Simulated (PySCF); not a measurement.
hydrogen fluoride (hydrogen fluoride), singlet, geometry from GFN2-xTB. Base run: PySCF with HF/aug-cc-pVDZ, polarisability.

Here is a job for PySCF.
```python
from pyscf import gto, scf
from pyscf.prop import polarizability

mol = gto.Mole()
mol.atom = '''
    F    -0.00000000   -0.00000000   -0.09325170
    H     0.00000000    0.00000000    0.83926531
'''
mol.basis = 'aug-cc-pvdz'
mol.verbose = 4
mol.build()

mf = scf.RHF(mol)
mf.kernel()
alpha = mf.Polarizability().polarizability()[2, 2]
print('alpha_zz =', alpha)
```

Task: The base was run again with changes. Order these runs by alpha_zz (bohr³), lowest first: basis = cc-pVDZ | basis = cc-pVTZ | functional = camb3lyp | functional = pbe | basis = 6-31G | basis = 6-31G*.

Result: basis = 6-31G (alpha_zz (bohr³) 4.06), basis = cc-pVDZ (alpha_zz (bohr³) 4.17), basis = 6-31G* (alpha_zz (bohr³) 4.32), basis = cc-pVTZ (alpha_zz (bohr³) 5.08), functional = camb3lyp (alpha_zz (bohr³) 6.53), functional = pbe (alpha_zz (bohr³) 6.88)

Finite-field rows take the second difference of the energy in a field along z; a small field with loose convergence shows SCF noise divided by the square of the field, and a large one adds hyperpolarisability.
